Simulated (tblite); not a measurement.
Compound: C5H5F2OS (doublet state).
Numbering: `[O:1]=[S@@:2]1[C:3]([CH2:4][F:5])=[C:6][CH2:7][C@@H:8]1[F:9]` (hydrogens: H10, H11 on C4; H12, H13 on C7; H14 on C8)
Bond orders are those of one Lewis drawing.

Computed with GFN2-xTB (tblite), gas phase: L-BFGS steps from a force-field or distance-geometry start until the largest atomic force falls under 0.01 eV/Å.

The end geometry, which sets the zero of energy:
```
atom  x, y, z in Å
O1     -0.2897    0.2031    2.2933
S2     -0.1278   -0.7853    1.2401
C3      0.8991    0.1709   -0.1698
C4      2.3584    0.1478    0.0400
F5      2.8448   -1.1338   -0.1106
C6      0.0477    0.6588   -0.9775
C7     -1.4083    0.5139   -0.8868
C8     -1.6362   -0.6510    0.0862
F9     -2.7505   -0.4894    0.8448
H10     2.6099    0.4602    1.0606
H11     2.8747    0.7756   -0.6932
H12    -1.8462    1.4257   -0.4716
H13    -1.8662    0.3219   -1.8579
H14    -1.7104   -1.6189   -0.4198
```

Problem. These geometries come from the run, each turned onto the end geometry. Order them by energy, lowest first.
A.
```
atom  x, y, z in Å
O1      0.1048   -0.7718    2.2132
S2     -0.0913   -1.2098    0.8422
C3      0.8859    0.1313   -0.2506
C4      2.2914    0.2880    0.1615
F5      3.0722   -0.7530   -0.2912
C6      0.0353    0.6371   -1.0462
C7     -1.3999    0.3328   -1.0933
C8     -1.7202   -0.4124    0.2104
F9     -2.1180    0.4603    1.1728
H10     2.3586    0.2724    1.2558
H11     2.7104    1.2214   -0.2271
H12    -1.9854    1.2529   -1.1302
H13    -1.6443   -0.2758   -1.9638
H14    -2.5002   -1.1740    0.1244
```
B.
```
atom  x, y, z in Å
O1     -0.2364    0.1559    2.3338
S2     -0.1442   -0.8160    1.2442
C3      0.9153    0.1362   -0.1747
C4      2.3721    0.1626    0.0643
F5      2.9887   -0.9436   -0.4843
C6      0.0655    0.5834   -1.0034
C7     -1.3924    0.4445   -0.9545
C8     -1.6907   -0.6017    0.1392
F9     -2.7426   -0.2446    0.9421
H10     2.5855    0.1419    1.1399
H11     2.8318    1.0447   -0.3976
H12    -1.8472    1.4065   -0.6757
H13    -1.8017    0.1351   -1.9236
H14    -1.9044   -1.6054   -0.2719
```
C.
```
atom  x, y, z in Å
O1      0.0755   -1.4540    1.9592
S2     -0.2026   -1.2426    0.5817
C3      0.8084    0.1506   -0.1441
C4      2.2428    0.3686    0.1907
F5      2.9397   -0.7578   -0.1981
C6      0.0316    0.7590   -0.9179
C7     -1.3812    0.2942   -1.0778
C8     -1.7402   -0.2247    0.3043
F9     -1.7347    0.7947    1.1958
H10     2.3767    0.4578    1.2750
H11     2.6479    1.2474   -0.3582
H12    -2.0734    1.0500   -1.4259
H13    -1.3508   -0.5824   -1.7337
H14    -2.6404   -0.8613    0.3269
```
D.
```
atom  x, y, z in Å
O1      0.0333   -1.1144    2.1610
S2     -0.1170   -1.3036    0.7289
C3      0.8782    0.1961   -0.2699
C4      2.2697    0.3322    0.1750
F5      3.0040   -0.7653   -0.2221
C6      0.0228    0.6792   -1.0643
C7     -1.4007    0.3058   -1.1179
C8     -1.6886   -0.3338    0.2458
F9     -1.8372    0.6355    1.1913
H10     2.3108    0.3579    1.2723
H11     2.7439    1.2235   -0.2522
H12    -2.0450    1.1770   -1.2402
H13    -1.6046   -0.4079   -1.9206
H14    -2.5705   -0.9829    0.2907
```
E.
```
atom  x, y, z in Å
O1     -0.2392    0.1319    2.3261
S2     -0.1428   -0.8245    1.2351
C3      0.9132    0.1419   -0.1721
C4      2.3690    0.1658    0.0645
F5      2.9773   -0.9493   -0.4718
C6      0.0632    0.5960   -0.9963
C7     -1.3915    0.4420   -0.9533
C8     -1.6873   -0.6008    0.1395
F9     -2.7207   -0.2324    0.9397
H10     2.5827    0.1593    1.1392
H11     2.8327    1.0377   -0.4092
H12    -1.8525    1.3957   -0.6805
H13    -1.7899    0.1292   -1.9200
H14    -1.9149   -1.5930   -0.2629
```

Solution. E (0.016 eV), B (0.028 eV), A (0.051 eV), D (0.097 eV), C (0.507 eV).

In the order of the answer:

```csv
step,E above end (eV),largest force (eV/Å),rms force component (eV/Å),rms distance from end (Å),rms bond change (Å),bond most changed (Å)
83,0.016,0.05,0.017,0.224,0.005,S2–C3 +0.018
75,0.028,0.52,0.158,0.226,0.009,S2–C3 +0.021
38,0.051,0.12,0.040,0.649,0.005,S2–C8 +0.017
22,0.097,0.23,0.075,0.783,0.019,S2–C3 +0.069
1,0.507,2.99,0.749,0.915,0.037,S2–C3 -0.121
```

What follows is the cost of the whole relaxation. On an AMD EPYC 7R43 with one thread, no GPU (shared host), this took 1.3 s.
